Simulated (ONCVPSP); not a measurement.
**Varying the ONCV potential for N (Z = 7)**

Base potential:

- Element: N (Z = 7)
- Generator: ONCVPSP 4.0.1
- Type: optimised norm-conserving Vanderbilt (ONCV)
- Functional: PBE
- Relativity: fully relativistic
- Frozen core: [He]
- Valence charge: 5
- Reference configuration: 2s1.75 2p3.25
- Partial waves: 2s: rc 0.95 bohr, ncon 3, nbas 7, qcut 6.7 1/bohr, 1 projector; 2p: rc 2.50 bohr, ncon 3, nbas 6, qcut 6.6 1/bohr, 1 projector; d scattering state at 0.41 Ha: rc 2.15 bohr, ncon 4, nbas 7, qcut 5.3 1/bohr, 2 projectors, debl 1.8 Ha
- Local potential: polynomial inside 0.60 bohr (lpopt 5, dvloc0 4 Ha)
- Core correction: none

Open shells are filled in proportion to 2j + 1.

All-electron outer shells of the reference configuration (PBE, scalar-relativistic, ld1.x):

| shell | level (eV) | outermost node (bohr) | outermost maximum (bohr) |
| --- | --- | --- | --- |
| 1s | -384.93 | – | 0.15 |
| 2s | -18.70 | 0.32 | 1.02 |
| 2p | -7.20 | – | 0.98 |

Cutoffs, loose and tight: the cutoffs (Ha) at which the residual kinetic energy of the hardest occupied pseudo-wave falls to 1 and 0.1 mHa per electron. They do not see the model core or the augmentation charge, which bear on the density cutoff. Test errors are all-electron minus pseudo excitation energies from the reference, over the configurations 2s2 2p3; 2s2 2p2; 2s2 2p1; 2s0 2p5. A dash means not determined; rows that change the core or the reference have their own tests.

A true bound ghost makes a file unfit for plane-wave use even where its test errors are small: the radial tests pick states by their node count and pass the ghost by.

| change | outcome | cutoff, loose | cutoff, tight | bound ghosts | GHOST(+) flags above zero | largest test error (meV) |
| --- | --- | --- | --- | --- | --- | --- |
| base | generated | 27 Ha | 141 Ha | none | d5/2, d3/2 | +1110 |
| s: qcut 4.5; p: qcut 4.4; d: qcut 3.5 | generated | 134 Ha | 215 Ha | d5/2, d3/2 | none | +1967 |
| s: qcut 4.9; p: qcut 4.8; d: qcut 3.9 | generated | 129 Ha | 208 Ha | d5/2 | none | +1725 |
| s: qcut 5.8; p: qcut 5.7; d: qcut 4.6 | generated | 77 Ha | 161 Ha | none | d5/2, d3/2 | +1268 |
| s: qcut 8.4; p: qcut 8.3; d: qcut 6.7 | generated | 28 Ha | 36 Ha | none | none | +952 |
| s: qcut 9.1; p: qcut 9; d: qcut 7.2 | generated | 29 Ha | 37 Ha | none | none | +939 |
| s: qcut 9.5; p: qcut 9.4; d: qcut 7.5 | generated | 30 Ha | 38 Ha | none | none | +920 |

What comes out with this change to the base: s: qcut 7.7; p: qcut 7.6; d: qcut 6.1?

outcome: generated; cutoff, loose: 26 Ha; cutoff, tight: 75 Ha; bound ghosts: none; GHOST(+) flags above zero: none; largest test error (meV): +1004.

What comes out with this change to the base: s: qcut 7.1; p: qcut 7; d: qcut 5.6?

outcome: generated; cutoff, loose: 25 Ha; cutoff, tight: 130 Ha; bound ghosts: none; GHOST(+) flags above zero: d5/2, d3/2; largest test error (meV): +1037.

What comes out with this change to the base: s: qcut 6.4; p: qcut 6.3; d: qcut 5.1?

outcome: generated; cutoff, loose: 40 Ha; cutoff, tight: 147 Ha; bound ghosts: none; GHOST(+) flags above zero: d5/2, d3/2; largest test error (meV): +1132.
